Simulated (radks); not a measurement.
Results of a calculation; reference values are marked as such.
The vanadium ion V+ inside a hard spherical wall (all orbitals vanish at R), configuration held at [Ar] 3d4 and not refilled when levels cross. Level of theory: scalar-relativistic Kohn-Sham, r2SCAN, spin-polarised, spherical densities, finite nucleus; open shells are filled with parallel spins first; meta-GGA in the generalised Kohn-Sham scheme; Fermi nuclear charge, rms radius 3.6002 fm (a radial shooting solver on a logarithmic mesh with Libxc functionals). Eigenvalues in eV for spin up, with the zero of energy where the potential of the charges vanishes at infinity; a dash marks a level that is unbound or too diffuse for the functional's potential to be trusted. A positive occupied level is held by the wall or, in an anion where self-interaction has pushed it up, behind a barrier. The pressure on the wall is -dE/dV.

| R (bohr) | E (hartree) | kinetic (hartree) | e(2p) | e(3s) | e(3p) | e(3d) | e(4s, empty) | e(4p, empty) | pressure (GPa) |
|---|---|---|---|---|---|---|---|---|---|
| free | -949.06007 | 957.883 | -510.17 | -76.698 | -49.620 | -9.834 | -9.560 | -5.647 | 0 |
| 12 | -949.06007 | 957.883 | -510.17 | -76.698 | -49.620 | -9.833 | -9.560 | -5.643 | < 0.0001 |
| 8 | -949.05984 | 957.886 | -510.14 | -76.671 | -49.594 | -9.810 | -9.512 | -5.423 | 0.0125 |
| 7 | -949.05907 | 957.892 | -510.07 | -76.605 | -49.530 | -9.750 | -9.389 | -5.080 | 0.0698 |
| 3.5 | -948.89703 | 958.618 | -504.95 | -72.588 | -45.673 | -5.487 | 2.062 | 11.157 | 49.6 |
| 3 | -948.67971 | 959.555 | -500.91 | -69.788 | -42.908 | -1.994 | 13.031 | 24.418 | 179 |
| 2.5 | -948.03372 | 962.410 | -492.29 | -64.153 | -37.068 | 5.449 | 37.425 | 51.844 | 835 |
